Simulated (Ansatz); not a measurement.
Total energies of the cluster MoS₂⁺ (the lowest doublet isomer of a short search) from Ansatz at PBE0-D4/def2-TZVP, gas phase (1 Eh = 27.2114 eV = 2625.5 kJ/mol). The reference geometry is relaxed at PBE-D4/def2-TZVP.

Cartesian coordinates in Å:
```
Mo 0.118 -0.583 -0.601
S -0.546 -0.884 1.346
S 0.428 1.467 -0.745
```

| state | geometry | energy (Eh) |
| --- | --- | --- |
| charge 1 doublet | reference | -864.05874 |
| charge 0 triplet | reference | -864.35467 |
| charge 1 quartet | relaxed at PBE-D4/def2-TZVP | -864.02129 |

In the def2 sets Mo takes a core potential; there is no spin–orbit coupling.

Work out the vertical electron affinity, to the triplet.

E(charge 1 doublet) − E(charge 0 triplet) = -864.05874 − (-864.35467) = 0.29593 Eh = 8.05 eV.

Which of the charge 1 states is lowest, and how far above it are the others?

The doublet. quartet: -864.02129 − (-864.05874) = 0.03745 Eh = 98.3 kJ/mol.

At PBE0-D4/def2-TZVP the charge 1 doublet is spin-contaminated (final ⟨S²⟩ up to 0.91, 0.75 for a pure state). 

The structure comes from a short search, and lower isomers may exist.
